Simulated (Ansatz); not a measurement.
System: CH₄BS₂, net charge -1, singlet state. It need not be the lowest isomer of its formula. Whether it binds its extra electron was not tested at this geometry. SMILES: [CH2-]B(S)S
Coordinates optimised at B3LYP-D3(BJ)/def2-TZVP (Ansatz, a program for electronic structure):
```xyz
8

C     -1.6538     0.4069     0.9285
B     -0.4233     0.1080     0.2509
S      0.5974     1.3091    -0.8045
S      0.3253    -1.6320     0.2385
H     -2.1741     1.3578     0.8321
H     -2.1560    -0.3125     1.5708
H     -0.0224     2.4391    -0.4203
H      1.6302    -1.3001     0.2480
```
Charge -1, spin multiplicity 1.

Parts of the frozen-core correlation energy in cc-pV(D+d)Z (Ansatz, hartree). Frozen orbitals: 12; correlated occupied orbitals by spin: 12 and 12; virtual: 70 and 70. Spin-orbit coupling is left out. No relativistic terms.

| term | value |
|---|---|
| reference (HF) | -859.99937 |
| MP2 opposite-spin | -0.38257 |
| MP2 same-spin | -0.12560 |
| CCSD correlation | -0.55922 |
| (T) | -0.01906 |
| T1 diagnostic | 0.012 |
| largest doubles amplitude | 0.076 |
